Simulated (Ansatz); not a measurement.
AlGe₂₅H₃₄⁻, a doped nanocrystal cut from the lattice of germanium (Al on a surface site), 60 atoms. Hardware: 11 threads of AMD EPYC 7R13 on a shared host and a whole NVIDIA H100 80GB HBM3.

The 6-31G sets use Cartesian d functions. Single mean-field runs in 6-31G, def2-SVP, def2-mTZVP are fitted with def2-universal-jkfit.

Q: How many basis functions does each of these Ansatz runs have, and roughly what does it cost? B97M-V/def2-SVP, charge 0 doublet at the geometry of the charge -1 singlet, energy, from earlier orbitals; PBE-D4/def2-SVP, charge -1 singlet, energy, from earlier orbitals; PBE0-D4/def2-SVP, charge 0 doublet at the geometry of the charge -1 singlet, energy; B97M-V/def2-SVP, charge -1 singlet, energy and forces, from earlier orbitals; PBE0-D4/def2-SVP, charge -1 singlet, energy, from earlier orbitals; r2SCAN-D4/def2-mTZVP, charge -1 singlet, energy, from earlier orbitals; PBE0-D4/def2-SVP, charge -1 triplet at the geometry of the charge -1 singlet, energy; B3LYP-D4/6-31G, charge -1 singlet, energy; PBE-D4/def2-SVP, charge 0 doublet at the geometry of the charge -1 singlet, energy, from earlier orbitals; PBE-D4/def2-SVP, charge -1 triplet at the geometry of the charge -1 singlet, energy, from earlier orbitals; HF/6-31G, charge -1 singlet, energy; r2SCAN-D4/def2-SVP, charge -1 singlet, relaxation, 7 steps.

A: Other jobs shared the machine, so times can vary by a factor of up to 3.

```
                                                                                                       run  functions  fitting or Cholesky vectors  wall time  peak host memory (GiB)
                                         PBE-D4/def2-SVP, charge -1 singlet, energy, from earlier orbitals        988                         7390      6.5 s                     1.8
                                    r2SCAN-D4/def2-mTZVP, charge -1 singlet, energy, from earlier orbitals       1024                         7390      7.5 s                     1.9
                                                                       HF/6-31G, charge -1 singlet, energy        806                         7390      8.5 s                     1.7
                                                                 B3LYP-D4/6-31G, charge -1 singlet, energy        806                         7390        9 s                     1.8
                                        PBE0-D4/def2-SVP, charge -1 singlet, energy, from earlier orbitals        988                         7390       13 s                     1.8
                              B97M-V/def2-SVP, charge -1 singlet, energy and forces, from earlier orbitals        988                         7390       13 s                     2.4
 PBE-D4/def2-SVP, charge 0 doublet at the geometry of the charge -1 singlet, energy, from earlier orbitals        988                         7390       15 s                     1.9
PBE-D4/def2-SVP, charge -1 triplet at the geometry of the charge -1 singlet, energy, from earlier orbitals        988                         7390       18 s                     1.9
 B97M-V/def2-SVP, charge 0 doublet at the geometry of the charge -1 singlet, energy, from earlier orbitals        988                         7390       24 s                     3.3
                      PBE0-D4/def2-SVP, charge -1 triplet at the geometry of the charge -1 singlet, energy        988                         7390       40 s                       2
                       PBE0-D4/def2-SVP, charge 0 doublet at the geometry of the charge -1 singlet, energy        988                         7390       45 s                       2
                                                r2SCAN-D4/def2-SVP, charge -1 singlet, relaxation, 7 steps        988                         7390       47 s                     2.1
```
